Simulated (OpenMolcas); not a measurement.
# Ionisation energies of iridium

```
Program             : OpenMolcas 26.06
Basis               : ANO-RCC [11s10p8d6f4g2h]
Scalar Hamiltonian  : DKH2, point nucleus
Spin-orbit coupling : RASSI with atomic mean-field integrals over the reference wave functions, term energies averaged over their components
```

Active shells in each charge state: the valence d, s shells, with orbitals averaged over the low states. Where CASPT2's correlated closed shells are named, they are those of the first ion.

A. CASSCF
B. SS-CASPT2, IPEA 0.25 Eh, imaginary shift 0.1 Eh (closed shells correlated: 5s 5p)
C. MS-CASPT2, IPEA 0.25 Eh, imaginary shift 0.1 Eh (closed shells correlated: 5s 5p)
D. MS-CASPT2, IPEA 0.25 Eh, imaginary shift 0.1 Eh (closed shells correlated: 4f 5s 5p)
E. MS-CASPT2, IPEA 0 Eh, imaginary shift 0.1 Eh (closed shells correlated: 5s 5p)

Energies in eV between the lowest computed levels, named as in B; reference values from the NIST Atomic Spectra Database with their kind.

```json
{"From": "Ir 5d⁷ 6s² ⁴F_9/2", "To": "Ir+ 5d⁷ 6s ⁵F₅", "A": "6.911", "B": "9.301", "C": "9.301", "D": "9.316", "E": "9.350", "Spin-orbit share in B": "+0.178", "Reference": "8.967 (measured)"}
{"From": "Ir+ 5d⁷ 6s ⁵F₅", "To": "Ir2+ 5d⁷ ⁴F_9/2", "A": "15.884", "B": "17.391", "C": "17.391", "D": "17.500", "E": "17.505", "Spin-orbit share in B": "-0.290", "Reference": "17.000 (semi-empirical)"}
```

Error against the reference values, in %:

```csv
From,Reference,A,B,C,D,E
Ir,measured,-22.9,+3.7,+3.7,+3.9,+4.3
Ir+,semi-empirical,-6.6,+2.3,+2.3,+2.9,+3.0
```

Absolute error against the one measured value: A 2.06 eV, B 0.33 eV, C 0.33 eV, D 0.35 eV, E 0.38 eV.

The lowest level within the active space need not be the ion's true ground level.
